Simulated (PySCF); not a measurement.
## Two-component Hartree-Fock for Ta(50+) (tantalum, charge +50)

Start: [Ar] 3d5; 3d3/2 filled at m_j = -3/2, -1/2, +1/2, +3/2; 3d5/2 filled at m_j = +5/2. Calculated with PySCF 2.14 in an uncontracted even-tempered set (15 s from 13 bohr⁻², ratio 2.8; 12 p from 17 bohr⁻², ratio 2.8; 8 d from 17 bohr⁻², ratio 2.8; 3 f from 57 bohr⁻², ratio 3): generalised Hartree-Fock with the X2C-1e Hamiltonian and a Gaussian nucleus; one run each with spin-orbit coupling (SO) switched off, then screened by Boettger's factors.

| spinor shell | electrons | ε, spin-free (eV) | ε, screened SO (eV) | weight of nominal j (screened SO) | rms radius, screened SO (bohr) |
| --- | --- | --- | --- | --- | --- |
| 1s1/2 | 2 | -70873.2 | -70849.0 | 1.000 | 0.0211 |
| 2s1/2 | 2 | -14798.3 | -14788.5 | 1.000 | 0.0849 |
| 2p1/2 | 2 | -13355.2 | -14277.7 | 1.000 | 0.0722 |
| 3s1/2 | 2 | -5455.4 | -5452.3 | 1.000 | 0.210 |
| 3p1/2 | 2 | -5011.4 | -5248.8 | 0.999 | 0.201 |
| 3p3/2 | 4 | -5011.4 | -4910.6 | 1.000 | 0.214 |
| 3d3/2 | 4 | -4592.3 | -4615.5 | 0.992 | 0.184 |
| 3d5/2 | 1 | -4592.3 | -4544.2 | 1.000 | 0.188 |

Problem. Where does 2p3/2 lie, and what is the 2p spin-orbit splitting (screened SO)?

Solution. At -12971.5 eV, 1306.2 eV above 2p1/2.

```json
{"quantity": "E (hartree)", "spin-free": "-13429.02735", "screened SO": "-13449.29694"}
{"quantity": "M_J", "spin-free": "5/2", "screened SO": "5/2"}
{"quantity": "⟨J²⟩", "spin-free": "8.750", "screened SO": "8.753"}
{"quantity": "⟨L²⟩", "spin-free": "0.000", "screened SO": "6.173"}
{"quantity": "⟨S²⟩", "spin-free": "8.750", "screened SO": "2.866"}
```

Each row is a mean over spinors that exchange with the open shell spreads, by up to 31.750 eV (3p3/2).

Breit and QED terms are absent; they matter most for the inner s and p1/2 levels.

Densities and radii are taken from the X2C orbitals without a picture-change correction, which distorts them close to the nucleus.

Without spin-orbit coupling the j labels of p, d and f shells carry no meaning; the spin-free column gives the mean over the occupied spinors of each nl shell.
